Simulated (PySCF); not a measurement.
## Polarisability and C₆ of Ru⁺ (ruthenium, charge +1)

[Kr] 4d6 5s1, high-spin 6D determinant (an excited configuration). Calculation: PySCF 2.14, in def2-TZVPPD with the def2 core potential (28 electrons) (6s4p3d2f1g, 56 functions); a scalar-relativistic core potential. Coupled (time-dependent) response in atomic units; α is the mean over directions.

| method | mean α (bohr³) | α xx, yy, zz | C₆ (like pair) | S(−4) |
| --- | --- | --- | --- | --- |
| UHF | 41.05 | 39.85, 39.85, 43.47 | 280.1 | 1279 |
| PBE | 28.67 | 28.52, 28.52, 28.97 | 188.1 | 510.3 |
| PBE0 | 30.77 | 30.46, 30.46, 31.38 | 203.0 | 616.5 |
| B97-3 | 31.04 | 30.60, 30.60, 31.92 | 204.6 | 634.1 |
| wB97M-V | 35.65 | 35.06, 35.06, 36.81 | 239.0 | 902.4 |

S(−4) is the Cauchy moment in α(ω) = α(0) + S(−4) ω² + …

Spin-orbit coupling is absent.

α(iu) at PBE0:

```csv
u (hartree),α(iu) (bohr³)
0,30.77
0.0500,29.32
0.100,25.86
0.200,18.42
0.300,13.39
0.500,8.377
0.750,5.747
1.00,4.399
1.50,2.919
2.00,2.076
3.00,1.173
5.00,0.5010
```

A single London oscillator, α(iu) = α/(1 + u²/ω²), gives C₆ = (3/4) ω α². Matching the computed C₆ needs ω = 4 × 203.0 / (3 × 30.77²) = 0.286 hartree.

For an ion, C₆ is the dispersion term alone; charge-induced terms of lower order in 1/R come first.

The components differ because the open shell of this determinant is not spherical; for a pure term their mean is the scalar polarisability.

Energies and moments cover only the electrons outside the core potential.
